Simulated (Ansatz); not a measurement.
The same atomization along the group O, S, Te.

Program: Ansatz. Geometries: PBE0-D4/def2-TZVP. ΔE: electronic, gas phase. CBS: MP2 limit from def2 TZ/QZ plus the TZ coupled-cluster correction, frozen cores. Small cases extrapolate CCSD(T) itself. Functionals use def2-TZVPP. B3LYP here is the variant with VWN-RPA as its local correlation; programs differ in this. No spin–orbit coupling; open shells (•) take unrestricted orbitals. Spin–orbit coupling would lower the free atoms: a little for C, O, S, Si; strongly for Te. def2 core potentials past Kr. For Te outer-core shells are correlated without core-valence functions, so the limit isn't a true one: a few kJ/mol of doubt a bond, and 10 to 20 or more in all where bonds break to atoms. One conformer a species, not always the lowest.

```csv
reaction,LDA (SPW92) (eV),B3LYP-D4 (eV),revPBE-D4 (eV)
`C[SiH2]O[SiH3]` → C• + 8 H• + O• + 2 Si•,48.14,43.46,42.46
`C[SiH2]S[SiH3]` → C• + 8 H• + S• + 2 Si•,45.00,40.58,39.93
`C[SiH2][Te][SiH3]` → C• + 8 H• + Te• + 2 Si•,43.25,38.94,38.26
```

Give the CCSD(T)/CBS values in the same order. (An estimate is asked.)

The calculation gave: 43.63, 40.72, 39.19 eV.

Largest T1 diagnostic: 0.012, for Si•.

Extrapolated directly: `C[SiH2]O[SiH3]` → C• + 8 H• + O• + 2 Si•.

For atomizations the MP2-based limit and the directly extrapolated one differ by several kJ/mol either way, and by 10 to 25 for some Ge, Se and Sn compounds, so smaller differences from it don't rank the levels.
